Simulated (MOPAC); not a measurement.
MOPAC input (PM7):

```
PM7 PRECISE GNORM=0.05 LET XYZ GEO-OK AUX(PRECISION=9) THREADS=1
C3H6O

C    -1.50946924 1    0.13525764 1   -0.02954702 1
C    -0.14239834 1   -0.47916042 1   -0.10548602 1
C     1.02416038 1    0.26214254 1   -0.58559615 1
O     0.83826806 1    0.01922124 1    0.81226500 1
H    -2.05693779 1   -0.25112328 1    0.83255523 1
H    -2.08462067 1   -0.10001904 1   -0.92820269 1
H    -1.43877541 1    1.21922918 1    0.06660483 1
H    -0.11998649 1   -1.56214571 1   -0.21072859 1
H     0.90406969 1    1.29704488 1   -0.89351414 1
H     1.85634933 1   -0.26619438 1   -1.04105945 1
```

From the output:

```
                                                       MOPAC v23.2.5 Linux

          FINAL HEAT OF FORMATION =        -20.25533 KCAL/MOL =     -84.74830 KJ/MOL

          COSMO AREA              =         98.39 SQUARE ANGSTROMS
          COSMO VOLUME            =         82.05 CUBIC ANGSTROMS

          GRADIENT NORM           =          0.03312          =       0.01047 PER ATOM
          IONIZATION POTENTIAL    =         10.439871 EV
          HOMO LUMO ENERGIES (EV) =        -10.440  2.305
          NO. OF FILLED LEVELS    =         12
          MOLECULAR WEIGHT        =         58.0798         POINT GROUP:  C1

          MOLECULAR DIMENSIONS (Angstroms)

            Atom       Atom       Distance
            H    10    H     5     4.39148
            H     9    H     8     2.87647
            H     6    O     4     2.76981

          SCF CALCULATIONS        =         37

   ATOM   CHEMICAL          X               Y               Z
  NUMBER   SYMBOL      (ANGSTROMS)     (ANGSTROMS)     (ANGSTROMS)

     1       C         -1.50426072  *   0.12996016  *  -0.02665629  *
     2       C         -0.14558432  *  -0.50440969  *  -0.08326397  *
     3       C          1.02449868  *   0.25454734  *  -0.60897700  *
     4       O          0.83694683  *   0.05534608  *   0.79525947  *
     5       H         -2.13242148  *  -0.33823849  *   0.74406452  *
     6       H         -2.02807447  *   0.03845706  *  -0.98679123  *
     7       H         -1.44706758  *   1.19968432  *   0.22163793  *
     8       H         -0.13929498  *  -1.59907823  *  -0.11033657  *
     9       H          0.92275343  *   1.28232079  *  -0.94513970  *
    10       H          1.88131800  *  -0.25861400  *  -1.03600476  *

                             CARTESIAN COORDINATES

   1    C       -1.504260724     0.129960161    -0.026656285
   2    C       -0.145584316    -0.504409687    -0.083263969
   3    C        1.024498684     0.254547338    -0.608977003
   4    O        0.836946826     0.055346081     0.795259468
   5    H       -2.132421481    -0.338238491     0.744064517
   6    H       -2.028074469     0.038457060    -0.986791234
   7    H       -1.447067582     1.199684319     0.221637926
   8    H       -0.139294979    -1.599078229    -0.110336573
   9    H        0.922753431     1.282320794    -0.945139700
  10    H        1.881318004    -0.258613997    -1.036004764

           Empirical Formula: C3 H6 O  =    10 atoms

      MOLECULAR POINT GROUP   :   C1

                  EIGENVALUES
 -31.78350 -26.29362 -23.30278 -20.51748 -17.15388 -15.73249 -14.99876 -14.10006
 -13.24622 -12.77534 -11.46147 -10.43987   2.30498   2.55813   3.88085   4.21219
   5.21421   5.46609   5.51750   5.69629   5.80711   6.64627

              NET ATOMIC CHARGES AND DIPOLE CONTRIBUTIONS

  ATOM NO.   TYPE          CHARGE      No. of ELECS.   s-Pop       p-Pop
    1          C          -0.466295        4.4663     1.05259     3.41371
    2          C           0.041177        3.9588     1.07818     2.88064
    3          C          -0.161177        4.1612     1.08812     3.07306
    4          O          -0.340098        6.3401     1.92226     4.41784
    5          H           0.160048        0.8400     0.83995
    6          H           0.156358        0.8436     0.84364
    7          H           0.165002        0.8350     0.83500
    8          H           0.147524        0.8525     0.85248
    9          H           0.149798        0.8502     0.85020
   10          H           0.147664        0.8523     0.85234
 DIPOLE           X         Y         Z       TOTAL
 POINT-CHG.    -1.230    -0.353    -2.271     2.606
 HYBRID         0.168     0.172     0.540     0.592
 SUM           -1.062    -0.180    -1.730     2.038

          ATOMIC ORBITAL ELECTRON POPULATIONS

     Atom    s        px        py        pz
    1  C   1.05259   1.06249   1.17232   1.17890
    2  C   1.07818   0.88597   1.03958   0.95508
    3  C   1.08812   1.07371   1.12037   0.87897
    4  O   1.92226   1.49113   1.79332   1.13339
    5  H   0.83995
    6  H   0.84364
    7  H   0.83500
    8  H   0.85248
    9  H   0.85020
   10  H   0.85234

 **********************
 *                    *
 * JOB ENDED NORMALLY *
 *                    *
 **********************

 == MOPAC DONE ==
```

The geometry given is a B3LYP-D3(BJ)/def2-TZVP minimum.
